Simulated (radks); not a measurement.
All-electron atom: Mn9+ in [Ne] 3s2 3p4. Method: scalar-relativistic Kohn-Sham, exchange-only LDA, spin-polarised, spherical densities, point nucleus; open shells are filled with parallel spins first; computed with a radial shooting solver on a logarithmic mesh with Libxc functionals.

X-ray form factor f0, the Fourier transform of the density (f0(0) = 16):

sin(theta)/lambda (1/angstrom)  f0 (electrons)
0.05                                    15.913
0.1                                     15.656
0.15                                    15.245
0.2                                     14.705
0.25                                    14.064
0.3                                     13.356
0.4                                     11.863
0.5                                     10.443
0.6                                      9.224
0.8                                      7.490
1                                        6.415
1.25                                     5.413
1.5                                      4.501
2                                        2.975
